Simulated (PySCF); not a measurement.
C₂H₆B, charge +1, multiplicity 1. Atoms are numbered in the order given.

```xyz
9

C      0.0000     0.0000     1.4698
B      0.0000     0.0000     0.0000
C      0.0000     0.0000    -1.4698
H     -0.8909    -0.5144     1.8568
H      0.8909    -0.5144     1.8568
H      0.0000     1.0288     1.8568
H     -0.8909     0.5144    -1.8568
H      0.0000    -1.0288    -1.8568
H      0.8909     0.5144    -1.8568
```
Charge +1, spin multiplicity 1.

The structure is a stationary point at r2SCAN-D4/def2-TZVP. The multiplicity is an assumed one; other spin states were not compared. The isomer is the one that the SMILES or the coordinates give; other isomers of the formula were not compared.

The numbers are results of r2SCAN-D4/def2-TZVP in PySCF, not measurements.

Harmonic, unscaled wavenumbers; measured fundamentals usually lie a few per cent lower.

Modes within 1.5 cm⁻¹ of each other (mostly degenerate sets) share a row, with their intensities summed.

Task: Estimate the vibrational spectrum. (The exact figures need the calculation; the answer reports its results.)

Result: 
| mode | ν (cm⁻¹) | IR (km/mol) | moving atoms (share of kinetic energy) |
|---|---|---|---|
| 1 | 63 | 0.0 | H 100 % |
| 2–3 | 263 | 0.3 | H 54 %, B 42 % |
| 4–5 | 616 | 0.0 | H 81 %, C 19 % |
| 6 | 769 | 0.0 | C 70 %, H 30 % |
| 7–8 | 894 | 158.7 | H 44 %, B 30 %, C 26 % |
| 9 | 1239 | 22.9 | H 84 %, B 13 % |
| 10 | 1295 | 0.0 | H 73 %, C 27 % |
| 11–12 | 1358 | 0.0 | H 96 % |
| 13–14 | 1364 | 53.2 | H 96 % |
| 15 | 1525 | 478.4 | B 61 %, C 35 % |
| 16 | 2990 | 219.8 | H 97 % |
| 17 | 2999 | 0.0 | H 97 % |
| 18–19 | 3071 | 142.8 | H 91 %, C 9 % |
| 20–21 | 3073 | 0.0 | H 91 %, C 9 % |
